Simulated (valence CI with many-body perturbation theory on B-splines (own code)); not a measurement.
## Forbidden lines of Tc¹⁹⁺

Method: relativistic CI+MBPT: six valence electrons over a frozen Dirac-Fock core [Ar], a basis of 7 s, 7 p, 8 d, 6 f, 4 g, 1 h functions for each j, with the one-electron correlation potential Σ1, the two-electron term Σ2, the three-electron term Σ3, Breit, model QED; selected CI, second order for the rest, scaled by the run's own slope (own B-spline code, finite nucleus).

No measured levels were compared; by estimate terms of the open shell hold to 2 to 4 % of their energy, and close levels can change places. Core correlation moves these levels by up to 9900 cm⁻¹, and in measured spectra 5 to 20 % of such shifts remained as error; rates that hang on mixing are uncertain with them. Among the levels kept, up to 830 cm⁻¹ of a level comes from second order outside the variational space, and about a tenth of that is noise between levels of different J, which matters for small intervals. Only levels of the ground parity were solved; by the run's estimate the other parity begins above the list, which can be wrong where configurations are misplaced.

Lines 51 to 100 of 120 in falling wavelength, among levels below 48.370 eV, chosen from the decays that carry over 1 % of a level's rate. Wavelengths and rates use the calculated energies, so an error of 2000 cm⁻¹ moves a line at 184.4 nm by 3.7 % and its rate by three times that or more. Electric multipoles are in the length gauge, E1 and E2 with the static RPA response of the core. S is in atomic units (e²a₀⁴ for E2 and M2, e²a₀⁶ for E3), for M1 in squared Bohr magnetons. Weak lines are less certain than strong ones. Lines between different terms over intervals too small for the method are left out, as are lines whose strength nearly cancels. Where a level lies close to another of its J and parity, the split of strength between their lines is uncertain.

Names give the largest LS component (configuration and term), which can be under half, so a name can repeat, a term be missing and a line seem to break the LS rules; names also repeat where a configuration has a term twice. Letters in brackets count levels of one name in rising energy.

```csv
λ vac (nm),Upper,Lower,Type,A (s⁻¹),S (a.u.)
184.4,3d6 3D_3,3d6 3P_2 [a],M1,3.12e+02,5.08e-01
180.4,3d6 3P_1 [b],3d6 3D_1,M1,1.04e+02,6.80e-02
178.4,3d6 3P_2 [a],3d6 5D_3,M1,2.03e+03,2.14e+00
174.1,3d6 3G_3,3d6 3H_4 [a],M1,6.91e+01,9.46e-02
171.2,3d6 3D_1,3d6 3P_2 [a],M1,7.37e+02,4.11e-01
167.8,3d6 1G_4 [a],3d6 3F_3 [a],M1,2.80e+02,4.41e-01
160.1,3d6 3P_0 [b],3d6 3D_1,M1,2.04e+03,3.11e-01
159.7,3d6 3D_3,3d6 3H_4 [a],M1,2.55e+02,2.69e-01
157.6,3d6 3F_2 [a],3d6 5D_1,M1,6.78e+01,4.92e-02
151.0,3d6 1D_2 [a],3d6 3F_2 [a],M1,6.63e+02,4.22e-01
150.8,3d6 3H_4 [a],3d6 5D_4,M1,9.35e+02,1.07e+00
145.5,3d6 1D_2 [a],3d6 3F_3 [a],M1,6.25e+02,3.57e-01
145.2,3d6 1F_3,3d6 3F_2 [a],M1,5.87e+01,4.66e-02
144.0,3d6 3F_3 [a],3d6 5D_2,M1,1.33e+02,1.03e-01
141.3,3d6 3F_4,3d6 3D_3,M1,2.55e+02,2.41e-01
140.2,3d6 1F_3,3d6 3F_3 [a],M1,1.19e+01,8.55e-03
139.6,3d6 3F_3 [a],3d6 5D_3,M1,5.36e+02,3.78e-01
139.1,3d6 3F_2 [a],3d6 5D_2,M1,4.43e+02,2.21e-01
137.7,3d6 1G_4 [a],3d6 3H_5,M1,5.98e+02,5.21e-01
134.9,3d6 3F_2 [a],3d6 5D_3,M1,1.64e+02,7.48e-02
134.8,3d6 3P_1 [b],3d6 3P_1 [a],M1,1.66e+02,4.51e-02
131.7,3d6 3F_4,3d6 3G_3,M1,6.26e+01,4.77e-02
131.5,3d6 3H_6,3d6 5D_4,E2,2.01e-04,9.20e-06
129.4,3d6 3H_5,3d6 5D_4,M1,3.95e+01,3.49e-02
127.7,3d6 1S_0 [a],3d6 5D_1,M1,2.84e+03,2.19e-01
124.6,3d6 3F_2 [b],3d6 3D_2,M1,7.79e+02,2.80e-01
123.5,3d6 3P_1 [b],3d6 1S_0 [a],M1,2.39e+02,5.00e-02
123.1,3d6 3P_0 [b],3d6 3P_1 [a],M1,3.60e+03,2.49e-01
122.9,3d6 3H_4 [b],3d6 5D_3,M1,9.36e+01,5.80e-02
120.4,3d6 3P_1 [a],3d6 5D_0,M1,8.00e+02,1.55e-01
119.6,3d6 1G_4 [a],3d6 3H_4 [a],M1,7.33e+01,4.19e-02
119.3,3d6 3F_4,3d6 3G_4,M1,9.03e+01,5.11e-02
118.6,3d6 1D_2 [a],3d6 3P_2 [a],M1,2.21e+02,6.82e-02
117.6,3d6 3P_1 [a],3d6 5D_1,M1,1.90e+02,3.44e-02
115.1,3d6 1F_3,3d6 3P_2 [a],M1,3.10e+01,1.22e-02
112.7,3d6 3F_4,3d6 3G_5,M1,7.77e+02,3.71e-01
110.7,3d6 3F_3 [a],3d6 5D_4,M1,3.39e+02,1.20e-01
108.5,3d6 3D_2,3d6 5D_1,M1,1.74e+01,4.12e-03
107.0,3d6 3P_1 [a],3d6 5D_2,M1,2.57e+02,3.50e-02
104.9,3d6 1F_3,3d6 3H_4 [a],M1,2.48e+02,7.42e-02
102.9,3d6 3G_4,3d6 5D_3,M1,4.32e+01,1.57e-02
100.3,3d6 3F_4,3d6 3H_4 [b],M1,4.68e+02,1.58e-01
99.99,3d6 3H_4 [b],3d6 5D_4,M1,6.76e+02,2.25e-01
99.38,3d6 3D_2,3d6 5D_2,M1,4.48e+02,8.15e-02
97.20,3d6 3G_3,3d6 5D_2,M1,5.20e+01,1.24e-02
96.34,3d6 3D_1,3d6 5D_1,M1,5.12e+02,5.09e-02
95.16,3d6 3G_3,3d6 5D_3,M1,2.77e+02,6.19e-02
91.42,3d6 3F_4,3d6 3F_3 [a],M1,8.52e+01,2.17e-02
90.68,3d6 3D_3,3d6 5D_3,M1,3.93e+02,7.61e-02
90.11,3d6 3G_5,3d6 5D_4,M1,2.64e+01,7.89e-03
```
